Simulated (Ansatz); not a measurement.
Isolated molecules relaxed with PBE0-D4/def2-TZVP in Ansatz; ΔE leaves out vibrations. CCSD(T)/CBS is the MP2 limit (def2-TZVPP, def2-QZVPP) plus CCSD(T) − MP2 in def2-TZVPP, frozen cores. This one scheme is used for every species. Functionals use def2-TZVPP. B3LYP here is the variant with VWN-RPA as its local correlation; programs differ in this. HSE06 is defined as in plane-wave codes. Elements past krypton have def2 core potentials. For Hf outer-core shells are correlated without core-valence functions, which leaves a few kJ/mol of doubt a bond. Each species was taken in one conformer, which may not be the lowest.

Consider the ligand exchange at the Hf–N bond: `[NH2][Hf]([F])([Cl])[Cl]` + HCl → `[F][Hf]([Cl])([Cl])[Cl]` + NH₃.

```tsv
level	ΔE (kJ/mol)	difference from CCSD(T)/CBS
LDA (SPW92)	-80.6	5.8
revPBE-D4	-84.7	1.7
BLYP-D4	-83.5	2.9
r2SCAN-D4	-89.6	-3.2
B97M-V	-94.6	-8.2
PBE0-D4	-87.4	-1.0
B3LYP-D4	-85.4	1.0
r2SCANh-D4	-89.8	-3.4
r2SCAN0-D4	-89.9	-3.5
HSE06-D4	-87.6	-1.2
ωB97X-V	-84.9	1.5
ωB97M-V	-85.6	0.8
B2PLYP	-86.8	-0.4
PBE	-85.8	0.6
BLYP	-84.5	1.9
r2SCAN	-89.9	-3.5
PBE0	-87.7	-1.3
B3LYP	-85.8	0.6
r2SCANh	-90.0	-3.6
r2SCAN0	-90.1	-3.7
HSE06	-87.8	-1.4
BHLYP	-88.2	-1.8
CAM-B3LYP	-82.9	3.5
LC-ωPBE	-82.5	3.9
RPA@PBE/def2-TZVPP	-80.4	6.0
HF/def2-SVP	-89.8	-3.4
MP2/def2-SVP	-80.6	5.8
CCSD/def2-SVP	-78.7	7.7
CCSD(T)/def2-SVP	-79.9	6.5
HF/def2-TZVPP	-92.5	-6.1
MP2/def2-TZVPP	-86.6	-0.2
SCS-MP2/def2-TZVPP	-84.6	1.8
CCSD/def2-TZVPP	-82.3	4.1
CCSD(T)/def2-TZVPP	-83.4	3.0
HF/def2-QZVPP	-93.2	-6.8
MP2/def2-QZVPP	-88.6	-2.2
SCS-MP2/def2-QZVPP	-86.6	-0.2
HF/CBS(def2)	-93.3	-6.9
MP2/CBS(def2)	-89.6	-3.2
CCSD/CBS(def2)	-85.3	1.1
CCSD(T)/CBS	-86.4	0
```

Largest T1 diagnostic among the species: 0.014.

From BLYP to BHLYP (50 % exact exchange), in def2-TZVPP and without D4, ΔE moves by −3.7 kJ/mol. In def2-TZVPP, CCSD(T) changes the Hartree–Fock value by +9.1 kJ/mol (the triples alone add −1.1 kJ/mol) and MP2 by +5.9 kJ/mol.
